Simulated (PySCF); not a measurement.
C6H14Si.
Numbering: `[CH3:1][C@@H:2]1[CH2:3][CH2:4][Si@H:5]([CH3:6])[CH2:7]1` (hydrogens: H8, H9, H10 on C1; H11 on C2; H12, H13 on C3; H14, H15 on C4; H16 on Si5; H17, H18, H19 on C6; H20, H21 on C7)

A GFN2-xTB structure was refined with PBE0-D3(BJ)/def2-SVP geometry optimisation, gas phase in PySCF 2.14.0. Its GFN2-xTB values:

| coordinate | GFN2-xTB |
| --- | --- |
| C1–H8 | 1.089 Å |
| C2–C3 | 1.530 Å |
| C2–C7 | 1.533 Å |
| C2–H11 | 1.096 Å |
| C3–C4 | 1.530 Å |
| C3–H12 | 1.093 Å |
| C3–H13 | 1.092 Å |
| C4–Si5 | 1.909 Å |
| C4–H14 | 1.088 Å |
| C4–H15 | 1.090 Å |
| Si5–C6 | 1.900 Å |
| Si5–C7 | 1.907 Å |
| Si5–H16 | 1.472 Å |
| C6–H17 | 1.085 Å |
| C7–H20 | 1.088 Å |
| C7–H21 | 1.091 Å |
| C1–C2–C3 | 112.0° |
| C1–C2–C7 | 112.2° |
| C2–C3–C4 | 108.5° |
| C2–C7–Si5 | 105.0° |
| C3–C4–Si5 | 104.2° |
| C4–Si5–C6 | 113.5° |
| C4–Si5–C7 | 93.4° |
| C6–Si5–C7 | 113.0° |
| C1–C2–C3–C4 | -175° |
| C1–C2–C7–Si5 | 161° |
| C3–C4–Si5–C6 | 103° |

Question: How do these coordinates change at the PBE0-D3(BJ)/def2-SVP level?

Answer: 
```tsv
coordinate	PBE0-D3(BJ)/def2-SVP (Å or °)	change
Si5–H16	1.500	+0.028
Si5–C6	1.880	-0.020
C6–H17	1.101	+0.016
C7–H21	1.106	+0.015
C1–H8	1.103	+0.014
C3–H12	1.106	+0.013
C4–H15	1.103	+0.013
C7–H20	1.101	+0.013
C4–H14	1.101	+0.013
C2–H11	1.107	+0.011
C3–H13	1.103	+0.011
Si5–C7	1.899	-0.008
C2–C7	1.541	+0.008
C4–Si5	1.902	-0.007
C2–C3	1.536	+0.006
C3–C4	1.535	+0.005
C4–Si5–C7	94.9	+1.5
C1–C2–C7	113.4	+1.2
C3–C4–Si5	103.3	-0.9
C1–C2–C3	113.0	+1.0
C2–C3–C4	109.4	+0.9
C4–Si5–C6	114.1	+0.6
C2–C7–Si5	104.4	-0.6
C6–Si5–C7	113.5	+0.5
C3–C4–Si5–C6	105	+2
C1–C2–C3–C4	-176	-1
C1–C2–C7–Si5	162	+1
```

The energy falls by 1.8 kcal/mol over 4 energy and gradient evaluations, the largest force component goes from 0.0136 to 2.6e-04 Eh/bohr, and the atoms move by 0.033 Å rms after alignment. The bond that changes most is Si5–H16 (SiH silicon to Si–H hydrogen), which lengthens by 0.028 Å. Bonds longer at the end by more than 0.005 Å: 17 of 21; shorter: 3. Rotational constants go from 3818, 1407, 1211 to 3831, 1407, 1204 MHz.

The run used 172 basis functions and 24 SCF cycles in all.

No PBE0-D3(BJ)/def2-SVP frequencies stand behind this structure, so it isn't proved a minimum. The numbers are those of one conformer.
